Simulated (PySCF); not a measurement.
Input for PySCF: R-B3LYP/LANL2DZ on GaH6NO (a complex), monomers drawn apart or pushed together.

```python
from pyscf import gto, scf, dft, mp
from pyscf.data.elements import chemcore

mol = gto.M(
    atom='''
    O    -0.02702293    1.19407047    1.18962619
    Ga   -0.08437439   -0.03814934   -0.09935988
    H     0.01076232    0.80999475    2.08896919
    H    -0.14647985    0.52257131   -1.55496223
    H    -0.06849732   -1.55463567    0.31431137
    N     0.07723390    0.01752338    3.65433713
    H     0.92127215    0.29981002    4.13959148
    H    -0.71384075    0.31525840    4.21392878
    H     0.06596876   -0.99559141    3.61889782
    ''',
    basis='lanl2dz',
    ecp={'Ga': 'lanl2dz'},
    charge=0, spin=0, verbose=3, max_memory=1800)
mf = dft.RKS(mol, xc='b3lyp')
mf.conv_tol = 1e-8
mf.max_cycle = 100
mf.kernel()
if not mf.converged:
    mf = mf.newton().run(mf.mo_coeff, mf.mo_occ)
```

The log:

```
converged SCF energy = -135.663271998925
```

The run converged.

Cost: roughly 6 core-seconds.
